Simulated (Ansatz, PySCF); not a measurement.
H3F3OSi2 (SMILES F[SiH2]O[SiH](F)F), singlet, geometry from GFN2-xTB, atoms displaced at random by about 0.08 Å a coordinate. Base run: PySCF with B3LYP/6-31G, gradient.

Input for PySCF:
```python
from pyscf import gto, scf, dft

mol = gto.Mole()
mol.atom = '''
    Si   -1.89075624   -0.55134467   -0.03613241
    F    -2.62306253    0.60562637   -0.80658606
    O    -0.27795938    0.03031059    0.19504666
    Si    1.23885703    0.46527938    0.13884502
    F     1.94261692    0.27978703    1.29975061
    F     1.97847845   -0.48263583   -0.93993053
    H    -2.42584509   -0.50215689    1.38715391
    H    -1.73195840   -1.86673063   -0.69832163
    H     1.28429049    1.87305451   -0.42985007
'''
mol.basis = '6-31g'
mol.verbose = 3
mol.build()

mf = dft.RKS(mol)
mf.xc = 'b3lyp'
mf.kernel()
g = mf.nuc_grad_method()
grad = g.kernel()
```

Programs used: Ansatz (a quantum-chemistry and plane-wave program), PySCF; a row that names a program was run with it.

The coordinate followed is y of atom 5.

The base run was repeated with changes; each row names its change, and settings that it needs were set with it.

| change | dE/dx (Eh/bohr) | net force (Eh/bohr) |
|---|---|---|
| base | 0.050305 | 0.000283 |
| code = ansatz | 0.050280 | 0.000000 |
| grids.level = 1; grid_response = on | 0.050533 | 0.000000 |
| finite difference step (bohr) = 1e-4; conv_tol = 1e-11 | 0.050278 | - |
| conv_tol = 1e-4 | 0.050244 | 0.000283 |
| grids.level = 5; grid_response = off | 0.050295 | 0.000036 |
| grid_response = on | 0.050278 | 0.000000 |
| density fitting = on; auxbasis_response = off | 0.050180 | 0.000790 |
| grids.level = 0; grid_response = off | 0.047463 | 0.005283 |
| density fitting = on | 0.050301 | 0.000283 |
| conv_tol = 1e-6 | 0.050307 | 0.000283 |
| finite difference step (bohr) = 0.05; conv_tol = 1e-11 | 0.050198 | - |

The net force is zero for an exact gradient.
